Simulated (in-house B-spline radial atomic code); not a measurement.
Inner levels of bismuth as electrons are removed. A shift is the extra binding of the orbital against the neutral atom ([Xe] 4f14 5d10 6s2 6p3). The density at the nucleus is averaged over the nuclear charge. Computed with a radial B-spline atomic code at the basis-set limit: Dirac-Hartree-Fock, average of the configuration, finite nuclei.

```
  ion  configuration  shift of 1s1/2 (eV)  shift of 2s1/2 (eV)  shift of 3s1/2 (eV)  radius of 1s1/2 (bohr)  radius of 2s1/2 (bohr)  radius of 3s1/2 (bohr)  Σ<r²> (bohr²)  change of density at nucleus (bohr⁻³)
Bi57+       [Ar] 3d8               3603.4              3508.88              3238.52                0.015791                0.065509                 0.16595        0.50194                               -18551.8
Bi58+       [Ar] 3d7                    ?                    ?                    ?                       ?                       ?                       ?              ?                                      ?
Bi59+       [Ar] 3d6              3996.46              3886.88              3523.24                0.015791                0.065425                  0.1646        0.44024                               -15997.6
Bi60+       [Ar] 3d5              4196.65              4079.02              3667.41                0.015791                0.065381                 0.16393         0.4106                               -14686.1
Bi61+       [Ar] 3d4                    ?                    ?                    ?                       ?                       ?                       ?              ?                                      ?
Bi62+       [Ar] 3d3              4604.39              4469.53              3959.38                0.015791                 0.06529                 0.16259        0.35357                               -11994.1
Bi63+       [Ar] 3d2              4811.94               4667.9              4107.17                0.015792                0.065243                 0.16192        0.32614                               -10613.4
Bi64+       [Ar] 3d1              5021.93              4868.33              4256.17                0.015792                0.065194                 0.16126        0.29941                               -9209.54
Bi65+   [Ne] 3s2 3p6              5234.38              5070.82              4406.36                0.015792                0.065145                  0.1606        0.27335                               -7782.41
```

Q: Fill in the row of Bi58+.

A: shift of 1s1/2 (eV): 3798.71; shift of 2s1/2 (eV): 3696.83; shift of 3s1/2 (eV): 3380.27; radius of 1s1/2 (bohr): 0.015791; radius of 2s1/2 (bohr): 0.065468; radius of 3s1/2 (bohr): 0.16528; Σ<r²> (bohr²): 0.47068; change of density at nucleus (bohr⁻³): -17286.2.

Q: Fill in the row of Bi61+.

A: shift of 1s1/2 (eV): 4399.3; shift of 2s1/2 (eV): 4273.24; shift of 3s1/2 (eV): 3812.8; radius of 1s1/2 (bohr): 0.015791; radius of 2s1/2 (bohr): 0.065336; radius of 3s1/2 (bohr): 0.16326; Σ<r²> (bohr²): 0.38171; change of density at nucleus (bohr⁻³): -13351.5.
